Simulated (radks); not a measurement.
Valence configurations of the fluorine ion F3+ (all share [He]). Method: Dirac Kohn-Sham, PBE, spin-unpolarised, spherical densities, finite nucleus; open shells fill j = l - 1/2 first; Fermi nuclear charge, rms radius 2.8976 fm; computed with a radial shooting solver on a logarithmic mesh with Libxc functionals. Energies are relative to 2s2 2p2; eigenvalues in eV.

2s2 2p2: E (eV) 0.000; e(2p1/2) -72.806; e(2s1/2) -91.188
2s1.5 2p2.5: E (eV) 9.257; e(2p1/2) -72.424; e(2p3/2) -72.324; e(2s1/2) -90.869
2s1 2p3: E (eV) 18.545; e(2p1/2) -72.056; e(2p3/2) -71.956; e(2s1/2) -90.563
2s0.5 2p3.5: E (eV) 27.863; e(2p1/2) -71.701; e(2p3/2) -71.603; e(2s1/2) -90.269
2p4: E (eV) 37.211; e(2p1/2) -71.360; e(2p3/2) -71.262

NIST lists [He] 2s2 2p2 as the ground configuration; this level of theory agrees among the configurations tried. The energies are those of spherical spin-averaged densities, not of single terms.
